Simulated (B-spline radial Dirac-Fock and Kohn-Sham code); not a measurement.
# K-line shifts caused by a second vacancy in Br

System: the free bromine atom in the configuration [Ar] 3d10 4s2 4p5.

These are calculated numbers from a radial finite-basis atomic code; the model is relaxed Dirac-Fock hole states (ΔSCF) with Breit and QED corrections and a finite nucleus. Each two-hole energy is an average over J within one jj subconfiguration, not an observable level; in light atoms, where LS coupling holds, the j-resolved values are not observed lines, and for a K spectator the Kα1 hypersatellite is nearly forbidden. Electron correlation is not included.

Lines without a spectator: Kα2 (K-L2) 11876.2 eV, Kβ3 (K-M2) 13280.6 eV. Shifts in eV with one spectator hole (a dash: not computed, or left out as unreliable):

| spectator hole | Kα2 | Kβ3 |
| --- | --- | --- |
| K (1s) | +378.4 | +475.7 |
| L2 (2p1/2) | +37.5 | – |
| M2 (3p1/2) | – | +8.26 |
| M4 (3d3/2) | -0.39 | – |
| M5 (3d5/2) | -1.91 | – |
